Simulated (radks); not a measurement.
Question: The table gives one normalised radial function P(r) = r R(r) of Mo3+ in [Kr] 4d2 5s1 (r in bohr). Calculated with a radial shooting solver on a logarithmic mesh with Libxc functionals: scalar-relativistic Kohn-Sham, exchange-only r2SCAN, spin-polarised, spherical densities, finite nucleus; open shells are filled with parallel spins first (spin-orbit coupling, left out, can overturn this in heavy ions); meta-GGA in the generalised Kohn-Sham scheme; Fermi nuclear charge, rms radius 4.4091 fm.

r,P
0.001821,0.0245
0.00241,0.0312
0.003189,0.0393
0.004219,0.0489
0.005582,0.0600
0.007386,0.0719
0.009851,0.0838
0.01303,0.0930
0.01725,0.0962
0.02282,0.0888
0.03019,0.0654
0.03995,0.0221
0.05286,-0.0400
0.0705,-0.1100
0.09328,-0.1560
0.1234,-0.1425
0.1633,-0.0456
0.2161,0.1103
0.2859,0.2326
0.3783,0.2041
0.5045,-0.0180
0.6675,-0.2903
0.8832,-0.3847
1.169,-0.1584
1.546,0.2831
2.046,0.6524
2.707,0.7106
3.611,0.4597
4.777,0.1758
6.321,0.0360
8.363,0.0034

Which n and l does it have? It may be an empty orbital.

Answer: n = 5, l = 0: the number of nodes gives n - l - 1 = 4, the rise at small r (about r^(l+1), flatter next to the nucleus through relativity) gives l, and the extent must fit the shell. The curve is that of 5s up; the table hardly tells the two spins apart. 5s up: eigenvalue -28.689 eV, 4 radial nodes at r = 0.0445, 0.178, 0.495, 1.30 bohr, <r> = 2.66 bohr, 90 % of the charge inside 3.77 bohr.
